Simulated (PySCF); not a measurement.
C3H3F4, charge +1, multiplicity 1. Atoms are numbered in the order given.

```xyz
10

F      1.6706    -0.2802    -1.0522
C      1.2504    -0.1091     0.1303
F      1.9694     0.6667     0.8325
C      0.0131    -0.6688     0.6018
C     -1.2573     0.2682     0.1905
F     -1.1492     0.5523    -1.1147
F     -2.3360    -0.4655     0.4315
H     -0.1838    -1.6304     0.0844
H      0.0135    -0.7694     1.7047
H     -1.2588     1.1989     0.8015
```
Charge +1, spin multiplicity 1.

Geometry optimised at PBE-D3(BJ)/def2-SVP. The multiplicity is an assumed one; no other spin state was optimised. The isomer is the one that the SMILES or the coordinates give; other isomers of the formula were not compared. The values are those of a single conformer.

The numbers are results of PBE-D3(BJ)/def2-SVP (PySCF 2.14.0), not measurements.

Harmonic, unscaled wavenumbers; measured fundamentals usually lie a few per cent lower.

```json
[
 {"mode": "1", "ν (cm⁻¹)": "46", "IR (km/mol)": "1.7", "moving atoms (share of kinetic energy)": "F 89 %"},
 {"mode": "2", "ν (cm⁻¹)": "67", "IR (km/mol)": "4.3", "moving atoms (share of kinetic energy)": "F 76 %, C 17 %"},
 {"mode": "3", "ν (cm⁻¹)": "134", "IR (km/mol)": "2.7", "moving atoms (share of kinetic energy)": "F 76 %, C 20 %"},
 {"mode": "4", "ν (cm⁻¹)": "320", "IR (km/mol)": "0.8", "moving atoms (share of kinetic energy)": "F 83 %, C 14 %"},
 {"mode": "5", "ν (cm⁻¹)": "394", "IR (km/mol)": "4.1", "moving atoms (share of kinetic energy)": "F 54 %, C 35 %, H 11 %"},
 {"mode": "6", "ν (cm⁻¹)": "441", "IR (km/mol)": "3.0", "moving atoms (share of kinetic energy)": "H 35 %, C 33 %, F 32 %"},
 {"mode": "7", "ν (cm⁻¹)": "566", "IR (km/mol)": "8.8", "moving atoms (share of kinetic energy)": "F 74 %, C 20 %"},
 {"mode": "8", "ν (cm⁻¹)": "599", "IR (km/mol)": "25.3", "moving atoms (share of kinetic energy)": "F 54 %, C 34 %, H 12 %"},
 {"mode": "9", "ν (cm⁻¹)": "671", "IR (km/mol)": "83.9", "moving atoms (share of kinetic energy)": "C 66 %, F 23 %, H 11 %"},
 {"mode": "10", "ν (cm⁻¹)": "815", "IR (km/mol)": "60.4", "moving atoms (share of kinetic energy)": "C 71 %, H 19 %, F 10 %"},
 {"mode": "11", "ν (cm⁻¹)": "923", "IR (km/mol)": "104.3", "moving atoms (share of kinetic energy)": "C 50 %, H 38 %, F 12 %"},
 {"mode": "12", "ν (cm⁻¹)": "943", "IR (km/mol)": "1.9", "moving atoms (share of kinetic energy)": "F 44 %, C 41 %, H 15 %"},
 {"mode": "13", "ν (cm⁻¹)": "1063", "IR (km/mol)": "138.2", "moving atoms (share of kinetic energy)": "H 53 %, C 25 %, F 22 %"},
 {"mode": "14", "ν (cm⁻¹)": "1141", "IR (km/mol)": "70.6", "moving atoms (share of kinetic energy)": "H 68 %, C 24 %"},
 {"mode": "15", "ν (cm⁻¹)": "1177", "IR (km/mol)": "113.8", "moving atoms (share of kinetic energy)": "C 42 %, H 32 %, F 26 %"},
 {"mode": "16", "ν (cm⁻¹)": "1203", "IR (km/mol)": "218.9", "moving atoms (share of kinetic energy)": "H 41 %, C 35 %, F 23 %"},
 {"mode": "17", "ν (cm⁻¹)": "1264", "IR (km/mol)": "100.6", "moving atoms (share of kinetic energy)": "H 80 %, C 16 %"},
 {"mode": "18", "ν (cm⁻¹)": "1358", "IR (km/mol)": "42.2", "moving atoms (share of kinetic energy)": "H 74 %, C 23 %"},
 {"mode": "19", "ν (cm⁻¹)": "1369", "IR (km/mol)": "6.7", "moving atoms (share of kinetic energy)": "H 77 %, C 20 %"},
 {"mode": "20", "ν (cm⁻¹)": "1516", "IR (km/mol)": "328.0", "moving atoms (share of kinetic energy)": "C 75 %, F 19 %"},
 {"mode": "21", "ν (cm⁻¹)": "1522", "IR (km/mol)": "351.1", "moving atoms (share of kinetic energy)": "C 76 %, F 19 %"},
 {"mode": "22", "ν (cm⁻¹)": "3012", "IR (km/mol)": "43.2", "moving atoms (share of kinetic energy)": "H 95 %"},
 {"mode": "23", "ν (cm⁻¹)": "3017", "IR (km/mol)": "6.9", "moving atoms (share of kinetic energy)": "H 92 %, C 8 %"},
 {"mode": "24", "ν (cm⁻¹)": "3107", "IR (km/mol)": "39.7", "moving atoms (share of kinetic energy)": "H 90 %, C 10 %"}
]
```
